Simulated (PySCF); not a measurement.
# Working out the ionisation energy of S+

S+ [Ne] 3s2 3p3 (4S) → S(2+) [Ne] 3s2 3p2 (3P). All numbers are calculated (PySCF 2.14, no relativity, point nucleus, in def2-TZVP (5s5p2d1f, 37 functions)). Frozen: [Ne]. Energies in hartree (1 hartree = 27.21139 eV):

| part | S+ (lower) | S(2+) (upper) |
| --- | --- | --- |
| UHF | -397.162684 | -396.327743 |
| CCSD correlation | -0.107753 | -0.087991 |
| (T) | -0.003492 | -0.002103 |

Task: What does Hartree-Fock give?

Result: (-396.327743) − (-397.162684) = 0.834941 hartree = 22.720 eV.

Task: What do CCSD and CCSD(T) give?

Result: The CCSD correlation energies differ by 0.019762 hartree = 0.538 eV and the triples by 0.001389 hartree = 0.038 eV, so CCSD gives 23.258 eV and CCSD(T) 23.296 eV.

Reference: 23.338 eV (measured; NIST Atomic Spectra Database, ionization energies), between the lowest levels; spin-orbit coupling is absent from the calculation.

What remains against the reference includes basis incompleteness, the frozen core and higher excitations.
